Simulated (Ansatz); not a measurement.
Relaxation of FH6O4Ta (12 atoms, charge 0, multiplicity 1), to a largest force component of 0.03 eV/Å in at most 50 steps.

Theory: RKS PBE/def2-SVP (Ansatz).

```xyz
12
Properties=species:S:1:pos:R:3
Ta -0.384 -0.211 0.091
F 1.513 -0.555 0.255
O -0.320 -0.402 2.033
H 0.431 -0.612 2.614
O -0.021 0.037 -1.772
H 0.704 0.032 -2.421
O -1.398 1.415 0.270
H -1.646 1.753 1.150
O -1.546 -1.718 -0.143
H -1.948 -2.145 0.637
H 1.409 2.171 0.446
H 1.775 1.546 0.455
```

Q: Where does it end, and by what steps?

A: The forces met the threshold. The force dipped under the threshold on the way, but the program's further checks kept it going. After 4 steps the energy has fallen by 0.089 eV; H11 moved furthest, 0.44 Å.

```
step  energy less start (eV)  largest force component (eV/Å)  accepted
   0                  0.0000                           1.643       yes
   1                 -0.0770                           0.085       yes
   2                 -0.0863                           0.053       yes
   3                 -0.0882                           0.028       yes
   4                 -0.0893                           0.026       yes
```

```xyz
12
Properties=species:S:1:pos:R:3
Ta -0.446 -0.310 0.080
F 1.456 -0.640 0.238
O -0.362 -0.466 2.023
H 0.406 -0.658 2.588
O -0.081 -0.060 -1.782
H 0.655 -0.001 -2.412
O -1.407 1.348 0.249
H -1.640 1.698 1.128
O -1.636 -1.798 -0.140
H -2.062 -2.211 0.633
H 1.646 2.534 0.497
H 2.040 1.874 0.514
```

Whether the end is a true minimum wasn't checked by a vibrational analysis.

The run took 9.9 s on 4 threads of Intel(R) Xeon(R) Platinum 8488C (Sapphire Rapids) (shared host), peak memory 0.21 GiB.
